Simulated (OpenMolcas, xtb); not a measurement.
# A ladder of methods for CHCuO (Cu(CO)H)

CHCuO has 4 atoms, charge 0, and is taken as a singlet. SMILES: `[H][Cu]<-[C-]#[O+]`. The shape comes from GFN2-xTB, which is rough for such elements, and wasn't checked as a minimum.

Quantity: the dipole moment, in D. The values are calculated.

| level | kind | program | value (D) | CPU time |
| --- | --- | --- | --- | --- |
| GFN2-xTB | semi-empirical | xtb | 2.76 | under 2 s |
| GFN0-xTB | semi-empirical | xtb | 8.14 | under 2 s |
| GFN1-xTB | semi-empirical | xtb | 2.86 | under 2 s |
| HF/3-21G | Hartree–Fock | OpenMolcas | 3.81 | 2.5 s |
| HF/def2-SVP | Hartree–Fock | OpenMolcas | 4.24 | 4.3 s |
| TPSS/6-31G* (spherical functions) | meta-GGA | OpenMolcas | 1.97 | 20 s |
| TPSS/6-31G** (spherical functions) | meta-GGA | OpenMolcas | 1.99 | 21 s |
| B3LYP/6-31G* (spherical functions) | global hybrid | OpenMolcas | 2.39 | 15 s |
| PBE0/def2-SVP | global hybrid | OpenMolcas | 3.22 | 12 s |
| B3LYP/6-31G* (Cartesian functions) | global hybrid | OpenMolcas | 2.39 | 15 s |

The values span 1.97 to 8.14 D. Sets without polarisation functions give poor dipoles. CPU times are rough (shared hosts, several kinds of processor): they show what a rung costs within a factor of a few.
